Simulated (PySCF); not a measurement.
**Electron correlation in F (fluorine, neutral)**

[He] 2s2 2p5, 2P determinant. All numbers are calculated (PySCF 2.14, the non-relativistic Hamiltonian (point nucleus), in aug-cc-pwCVTZ (7s6p4d2f, 59 functions)). Frozen: nothing; 9 electrons correlated.

| level | correlation energy (mhartree) |
| --- | --- |
| CCSD | -277.77 |
| (T) | -4.95 |
| CCSD(T) | -282.72 |

Diagnostics: T1 = 0.0063, D1 = 0.0118, largest double amplitude 0.033.

Question: Is a single reference adequate?

Answer: Yes: T1 lies below 0.03 and no double amplitude reaches 0.07.
